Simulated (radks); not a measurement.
Spherical jellium clusters: N electrons in a uniform positive sphere of charge N and radius rs N^(1/3), rs = 3.3 bohr. Method: non-relativistic Kohn-Sham, LDA (Slater exchange, Perdew-Wang correlation), spin-polarised, spherical densities; computed with a radial shooting solver with Libxc functionals. Levels are named by radial order and angular momentum (1s, 1p, 1d, 2s, ...), and open shells are averaged over m.

N = 23, configuration 1s2 1p6 1d10 2s2 1f(up 3, down 0). This is the lowest configuration that the search found. Occupied and some empty levels:

| level | occupation | eigenvalue (eV) | <r> (bohr) |
|---|---|---|---|
| 1s up | 1 | -6.5740 | 5.847 |
| 1s down | 1 | -6.4354 | 5.696 |
| 1p up | 3 | -5.5444 | 6.894 |
| 1p down | 3 | -5.3500 | 6.821 |
| 1d up | 5 | -4.2343 | 7.671 |
| 1d down | 5 | -4.0114 | 7.650 |
| 2s up | 1 | -3.5628 | 6.438 |
| 2s down | 1 | -3.4444 | 6.520 |
| 1f up | 3 | -2.7155 | 8.397 |
| 1f down | 0 | -2.4849 | 8.425 |
| 2p up | 0 | -1.9512 | 8.152 |
| 2p down | 0 | -1.8344 | 8.231 |
| 1g up | 0 | -1.0692 | 9.257 |
| 1g down | 0 | -0.85205 | 9.369 |
| 2d up | 0 | -0.60993 | 10.87 |
| 2d down | 0 | -0.51340 | 11.16 |

Energy (eV): total -39.6308, kinetic 56.563, external -1805.7, Hartree 887.33, exchange-correlation -98.155, background 920.31.
